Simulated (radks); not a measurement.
Values are calculated unless marked as measured or tabulated.
Dynamic dipole polarisability and lines of the niobium ion Nb13+, [Ar] 3d10. Code: a radial shooting solver on a logarithmic mesh with Libxc functionals. Model: non-relativistic Kohn-Sham, LB94 model potential, spin-unpolarised, spherical densities, point nucleus. Time-dependent linear response with the Hartree and adiabatic LDA kernel, continuum included through the Sternheimer equations. Lines are the poles of the dipole polarisability below minus the highest occupied eigenvalue, found on a grid refined at the orbital gaps; the lowest seven at most are given, and weak or close lines can be missed. The first line takes the name of the lowest orbital gap if no other gap lies below it; otherwise a line is named after a gap within 0.6 % of it, if that gap stands alone.

photon energy (eV)  alpha (bohr^3)
0                          0.07149
7.907                      0.07152
39.537                     0.07244
71.167                     0.07297
102.80                     0.07896
134.43                     0.08618
166.06                     0.09952
197.69                      0.1344
229.32                     0.05096
260.95                      0.1301
292.58                      0.2989
324.21                     -0.1021
355.84                     0.05798
387.46                    0.003827
419.09                    -0.01549
450.72                    -0.07596

Lines (eV, oscillator strength): 214.90 (5.769 nm, 3d-4p), f = 0.494; 309.50 (4.006 nm, unassigned), f = 3.19; 328.47 (3.775 nm, unassigned), f = 0.110; 330.54 (3.751 nm, unassigned), f = 0.242; 372.63 (3.327 nm, unassigned), f = 1.30; 383.22 (3.235 nm, 3d-6p), f = 0.0175. Higher lines, where found, are left out when the end of the mesh affects them. Those listed give 59 % of the static polarisability (sum of f/w^2). Orbital energy gaps for comparison: 3d-4p 212.86 eV; 3d-4f 303.38 eV; 3p-4s 327.83 eV; 3d-5p 329.43 eV; 3d-5f 369.22 eV.
